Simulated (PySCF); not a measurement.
Compound: zinc dihydride, ZnH2 (singlet state).
Hydrogens: H2, H3 on Zn1.

Level: wB97X-D/def2-SVPD in PySCF, non-relativistic, on one gas-phase PBE0-D3(BJ)/def2-SVP geometry that isn't relaxed in the solvent. The solvent is an IEF-PCM continuum (Bondi radii, 1.10 Å for H, scaled by 1.2), and excitations are vertical TDDFT with non-equilibrium linear response and a frozen core. Specific hydrogen bonds and non-electrostatic terms are outside this model.

Gas-phase singlets (H = HOMO, L = LUMO):

| state | E (eV) | λ (nm) | f | leading configuration |
| --- | --- | --- | --- | --- |
| S1 | 5.896 | 210 | 0.000 | H→L+1 77% |
| S2 | 5.896 | 210 | 0.000 | H→L 77% |
| S3 | 8.148 | 152 | 0.394 | H-1→L 98% |
| S4 | 8.148 | 152 | 0.394 | H-1→L+1 98% |
| S5 | 8.839 | 140 | 0.004 | H→L+2 53% |

Task: How does the list change in benzene (ε = 2.271)?

Result: 
```tsv
state	E (eV)	λ (nm)	f	leading configuration	change by rank (eV)
S1	6.066	204	0.000	H→L 98%	+0.170
S2	6.066	204	0.000	H→L+1 98%	+0.170
S3	7.806	159	0.499	H-1→L+1 75%	-0.342
S4	7.806	159	0.499	H-1→L 75%	-0.342
S5	8.440	147	1.194	H→L+2 56%	-0.399
```

Task: How do the frontier levels move from gas to benzene?

Result: 
```csv
orbital,gas (eV),solvent (eV),change (eV),"Löwdin shares, gas","Löwdin shares, solvent"
LUMO+2,2.60,2.92,+0.32,"Zn1 50 %, H2 25 %, H3 25 %","Zn1 47 %, H3 26 %, H2 26 %"
LUMO+1,0.80,1.25,+0.45,"Zn1 82 %, H3 9 %, H2 9 %","Zn1 81 %, H3 10 %, H2 10 %"
LUMO,0.80,1.25,+0.45,"Zn1 82 %, H3 9 %, H2 9 %","Zn1 81 %, H3 10 %, H2 10 %"
HOMO,-9.84,-9.64,+0.20,"Zn1 40 %, H2 30 %, H3 30 %","Zn1 39 %, H2 30 %, H3 30 %"
HOMO-1,-11.65,-11.25,+0.40,"Zn1 50 %, H3 25 %, H2 25 %","Zn1 50 %, H3 25 %, H2 25 %"
HOMO-2,-16.20,-15.77,+0.43,Zn1 99 %,Zn1 99 %
HOMO-3,-16.20,-15.77,+0.43,Zn1 99 %,Zn1 99 %
```

The HOMO–LUMO gap goes from 10.63 to 10.89 eV. Shares within a degenerate set are those of one arbitrary member.

On Arm Neoverse V1, one thread, shared host with 32 logical CPUs at a one-minute load of 17, this took 1.1 s and 0.36 GiB of memory at its peak. This is the whole response run at wB97X-D/def2-SVPD in benzene, SCF included.
